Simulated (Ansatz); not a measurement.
Calculated with Ansatz (gas phase, PBE0-D4/def2-TZVP geometries, no zero-point term in ΔE). CCSD(T)/CBS is the MP2 limit (def2-TZVPP, def2-QZVPP) plus CCSD(T) − MP2 in def2-TZVPP, frozen cores. This one scheme is used for every species. DFT in def2-TZVPP. Elements past krypton have def2 core potentials. For Te outer-core shells are correlated without core-valence functions, which leaves a few kJ/mol of doubt a bond. One conformer a species, not always the lowest.

`[SiH3]BCl` + `O=C[TeH]` → `O=C[Te][SiH3]` + `BCl`  (cleavage of the Si–B bond)

```csv
species,B2PLYP energy (Eh)
`[SiH3]BCl`,-776.70186
`O=C[TeH]`,-382.32239
`O=C[Te][SiH3]`,-672.92405
`BCl`,-486.12968
```

Q: Work out ΔE.

A: ΔE = (-672.92405) + (-486.12968) − (-776.70186) − (-382.32239) = -0.02948 Eh = -77.4 kJ/mol. CCSD(T)/CBS gives -80.1 kJ/mol.

Largest T1 diagnostic among the species: 0.016.

From PBE to PBE0 (25 % exact exchange), in def2-TZVPP and without D4, ΔE moves by −3.6 kJ/mol. The D4 term adds −3.5 kJ/mol with B3LYP and −1.9 kJ/mol with PBE0; it sums over pairs of atoms, weighted by their polarisabilities, and B3LYP, whose exchange is more repulsive, gets the larger term.

B3LYP here is the variant with VWN-RPA as its local correlation; programs differ in this.
